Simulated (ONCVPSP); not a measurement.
**u(r) = r·R(r): atom against pseudo-atom (Zr (Z = 40))**

Columns: radius, all-electron u(r) and pseudo u(r) of the 4s shell (level -52.47 eV) of zirconium in the configuration [Ar] 3d10 4s2 4p6 4d3 5s1; LDA (Perdew-Zunger), scalar-relativistic, ONCV scheme, ONCVPSP 4.0.1.

```csv
r (bohr),all-electron,pseudo
0.150,0.2413,0.0742
0.300,-0.5138,0.1901
0.450,-0.3712,0.3644
0.600,0.1896,0.5779
0.750,0.6758,0.7854
0.900,0.9539,0.9387
1.050,1.0467,1.0077
1.200,1.0159,0.9905
1.350,0.9175,0.9077
1.500,0.7911,0.7890
1.650,0.6609,0.6607
1.800,0.5398,0.5397
1.950,0.4336,0.4336
2.100,0.3441,0.3440
2.250,0.2704,0.2703
2.400,0.2109,0.2109
2.550,0.1635,0.1635
2.700,0.1262,0.1262
2.850,0.0970,0.0970
3.000,0.0743,0.0743
3.150,0.0568,0.0567
3.300,0.0433,0.0433
3.450,0.0329,0.0329
3.600,0.0250,0.0250
3.750,0.0190,0.0189
3.900,0.0143,0.0143
```

Question: How many radial nodes do the two functions have?

Answer: The all-electron 4s function has n − l − 1 = 3 (the table is too coarse to show those close to the nucleus); the pseudo-wave has 0, since the states of the same l below it are removed with the core.

Question: At about which radius was the pseudo-wave matched?

Answer: 1.80 bohr. The columns agree to 0.0005 from 1.65 bohr on; several derivatives are matched, so the curves merge somewhat inside the radius.

Question: Where does each function peak?

Answer: Outermost all-electron maximum near 1.05 bohr, pseudo maximum near 1.05 bohr (to the table’s step).

Question: Is the pseudo-wave norm-conserving?

Answer: Yes: the ONCV scheme keeps the norm inside the radius equal to the all-electron one, which fixes the energy derivative of the logarithmic derivative at the level.
